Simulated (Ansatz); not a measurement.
The lowest singlet and triplet of BH (SMILES [BH]); geometries from B3LYP-D3(BJ)/def2-TZVP, each state relaxed from the structure named, with no frequency check.
Singlet (charge 0, multiplicity 1):
```tsv
atom	x (Å)	y (Å)	z (Å)
B	0.0000	0.0000	-0.2055
H	0.0000	0.0000	1.0276
```

A positive gap puts the triplet lower; no zero-point energy. U- takes an unrestricted singlet (broken symmetry where lower, unprojected). The triplet is unrestricted in single-reference levels. Active spaces average the two states.

Frozen-core correlation.

Codes used: Ansatz (a program for electronic structure). 

Problem. One of these levels gives -109.6 kJ/mol for the gap E(singlet) − E(triplet), vertical, at the singlet's geometry. Which?
A) U-BHLYP/def2-TZVPP (spin-contaminated)
B) U-HF/cc-pVQZ (spin-contaminated)
C) SA-CASSCF(4,5)/cc-pVTZ
D) U-PBE/def2-TZVPP (spin-contaminated)

Solution. A, U-BHLYP/def2-TZVPP (spin-contaminated). The others give -55.2 (U-HF/cc-pVQZ (spin-contaminated)), -92.6 (U-PBE/def2-TZVPP (spin-contaminated)), -129.5 (SA-CASSCF(4,5)/cc-pVTZ)
